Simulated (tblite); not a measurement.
Compound: C7H14OP (charge +1).
Structure used (GFN2-xTB), in Å, numbered top down from 1:
```xyz
23
C7H14OP angstrom
C      3.2559   -1.1289    0.3152
O      2.1051   -0.3188    0.5073
C      2.1163    0.8918   -0.2014
P      0.5433    1.5450    0.4506
C     -0.8413    0.5130    0.0590
C     -1.5947   -0.1399    0.9512
C     -2.6704   -0.9145    0.2806
C     -2.6623   -0.3929   -1.1683
C     -1.2821    0.2585   -1.3630
H      4.1545   -0.6140    0.6650
H      3.0963   -2.0275    0.9056
H      3.3739   -1.3952   -0.7386
H      2.0987    0.7518   -1.2945
H      2.9702    1.5367    0.0609
H      0.7058    1.6123    1.8104
H      0.3512    2.8349   -0.0020
H     -1.4588   -0.1403    2.0199
H     -2.4284   -1.9795    0.3304
H     -3.6348   -0.7821    0.7700
H     -3.4427    0.3576   -1.2882
H     -2.8437   -1.1856   -1.8887
H     -0.5853   -0.4264   -1.8532
H     -1.3314    1.1711   -1.9590
```

Calculated harmonic vibrations of the isolated species, GFN2-xTB (tblite), most abundant isotopes, no scaling. Against measured fundamentals such values can be off by several per cent, at times by over 20. Modes of hydrogen on phosphorus can be 10 to 20 % off. One conformer, not necessarily the lowest.

Harmonic wavenumbers (cm⁻¹): 28.3, 46.9, 71.1, 113.1, 119.9, 158.2, 204.1, 214.6, 265.7, 365.1, 402.8, 448.7, 551.6, 632.3, 734.1, 742.3, 785.0, 805.8, 830.1, 847.0, 888.9, 916.2, 958.9, 966.3, 974.8, 1003.6, 1032.8, 1082.6, 1096.3, 1101.5, 1103.8, 1110.6, 1130.6, 1132.2, 1171.6, 1182.3, 1205.8, 1230.8, 1271.2, 1282.2, 1317.1, 1398.1, 1418.3, 1432.1, 1451.9, 1456.1, 1465.0, 1482.6, 1617.4, 2385.7, 2476.5, 2824.0, 2848.6, 2954.6, 2956.8, 2960.2, 2968.8, 2985.9, 3008.1, 3017.1, 3047.4, 3049.9, 3107.7.

A = 2384, B = 749.1, C = 688.9 MHz; mass 145.078 u (most abundant isotopes); point group C1, symmetry number 1.

Question: Zero-point energy?

Answer: ½Σν̃ = 41920 cm⁻¹ = 501.47 kJ/mol.

Question: Entropy at 500 K, 1 bar (ideal gas, RRHO, classical rotation)?

Answer: Translation 181.68, rotation 131.75, vibration 250.66: S = 564.1 J/(mol K).

Question: And Cp and H(500 K) − H(0)?

Answer: Cp = 276.07 J/(mol K), of which vibrations give 242.81 (their classical limit is 63 R = 523.8); H(500 K) − H(0) = 78.32 kJ/mol without the zero-point energy, 61.69 from vibrations.

Question: Which modes carry the vibrational entropy at 500 K?

Answer: 28.3 cm⁻¹: 29.17; 46.9 cm⁻¹: 24.97; 71.1 cm⁻¹: 21.52; 113.1 cm⁻¹: 17.68; 119.9 cm⁻¹: 17.20; 158.2 cm⁻¹: 14.93 J/(mol K); the other 57 give 125.18 together.

Question: How do the functions run with temperature in this model?

Answer: 
```csv
T (K),S (J/(mol K)),Cp (J/(mol K)),H − H(0) (kJ/mol),G − H(0) (kJ/mol),ln q(vib)
100,313.8,89.8,6.30,-25.08,2.91
200,387.9,128.9,17.20,-60.37,6.27
300,449.1,178.3,32.48,-102.26,9.34
800,716.7,372.1,176.85,-396.50,24.03
1000,804.4,413.5,255.63,-548.78,29.53
```

q(vib) and H(0) count from the zero-point level.

Hindered rotation and anharmonicity are outside this model. Other conformers, if any are populated, would add a mixing term that is left out. The structure is chiral; the term R ln 2 for an equal mix with its mirror image is left out.
